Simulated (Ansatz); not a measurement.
CH8O2Si2 can be A, `C[SiH2][SiH](O)O`, or B, `OC(O)[SiH2][SiH3]`.

Calculated with Ansatz (gas phase, PBE0-D4/def2-TZVP geometries, no zero-point term in ΔE). CCSD(T)/CBS adds triple-zeta CCSD(T) − MP2 to the extrapolated MP2 energy (def2 sets, frozen cores). DFT in def2-TZVPP. B3LYP here is the variant with VWN-RPA as its local correlation; programs differ in this. One conformer a species, not always the lowest.

A:

```xyz
13

C     1.5450   -0.6800   -1.0636
Si   -0.1948    0.0118   -1.2291
Si   -1.1108    0.5003    0.8732
O    -1.3453   -0.8410    1.8072
O    -0.0244    1.5462    1.5457
H     2.1843    0.0246   -0.5276
H     1.9845   -0.8656   -2.0459
H     1.5424   -1.6241   -0.5137
H    -1.0725   -0.9704   -1.9286
H    -0.1758    1.2560   -2.0498
H    -2.4665    1.1099    0.8324
H    -0.6003   -1.4321    1.9252
H    -0.2657    1.9646    2.3745
```

B:

```xyz
13

O     1.833   -0.386    0.484
C     1.154    0.356   -0.504
O     1.762    0.239   -1.761
Si   -0.672   -0.196   -0.683
Si   -1.749    0.047    1.379
H     1.789   -1.317    0.240
H     1.204    1.390   -0.138
H     2.658    0.591   -1.698
H    -0.652   -1.633   -1.081
H    -1.359    0.595   -1.739
H    -3.201   -0.252    1.242
H    -1.601    1.444    1.872
H    -1.166   -0.879    2.386
```

Q: Which isomer does CCSD(T)/CBS put lower? Give the gap. (Best estimate.)

A: The calculation gave: A, by 355.6 kJ/mol.

Q: Give E(B) − E(A) in kJ/mol with PBE-D4, HF/def2-TZVPP, ωB97M-V, MP2/def2-TZVPP, PBE0-D4, CCSD/def2-TZVPP, B3LYP-D4. (Best estimate.)

A: The calculation gave: PBE-D4 324.7, HF/def2-TZVPP 359.7, ωB97M-V 347.9, MP2/def2-TZVPP 366.3, PBE0-D4 336.4, CCSD/def2-TZVPP 351.5, B3LYP-D4 345.1. None reverses the order clearly.

Largest T1 diagnostic: 0.013.

From PBE to PBE0 (25 % exact exchange), in def2-TZVPP and without D4, E(B) − E(A) moves by +11.6 kJ/mol.
